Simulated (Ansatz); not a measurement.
## Calibrating HF/def2-TZVPP on molecular compounds of Al

The vertical ionisation energy (cation less neutral) in eV of 7 molecular compounds of Al: x at HF/def2-TZVPP, y at CCSD(T)/def2-TZVPP. Shapes, held fixed at every level: PBE0-D4/def2-TZVP. Flexible molecules stand in one conformer, not always the lowest. Programs: Ansatz 0.2.0.

| molecule | x (eV) | y (eV) |
| --- | --- | --- |
| C2H8AlN (SMILES C[N](C)[AlH2]) | 7.20 | 8.58 |
| GeH3(AlH2) | 9.07 | 9.83 |
| AlH2(SH) | 9.07 | 10.20 |
| AlH(SiH3)Cl | 9.33 | 10.00 |
| C2H2AlF (SMILES C#[C][AlH][F]) | 9.61 | 11.16 |
| Al(SH)ClF | 9.64 | ? |
| AlClF2 (SMILES [F][Al]([F])[Cl]) | 11.77 | 12.73 |

Problem. Fit y = c + s·x to the known rows and predict y for Al(SH)ClF.

Solution. 
1. Means of the 6 rows: x = 9.3417, y = 10.417.
2. Σ(Δx)² = 10.703, Σ(Δx·Δy) = 9.9736, so the slope is 9.9736/10.703 = 0.93185.
3. Intercept: 10.417 − (0.93185) × 9.3417 = 1.712. The largest residual of the fit is 0.49.
4. Al(SH)ClF: 1.712 + 0.93185 × 9.64 = 10.70 eV.

CCSD(T)/def2-TZVPP gives 10.68 eV, so the prediction is off by +0.02 eV, within the largest residual. Uncorrected, HF/def2-TZVPP misses it by -1.04 eV, and the other rows by 1.07 on average. The line removes about 100 % of this miss. Left out in turn, the other rows are missed by 0.35 eV on average. Cations run unrestricted. Relativity is left out for Ge. Outer-core shells of Ge are correlated, in sets that cover them unevenly.
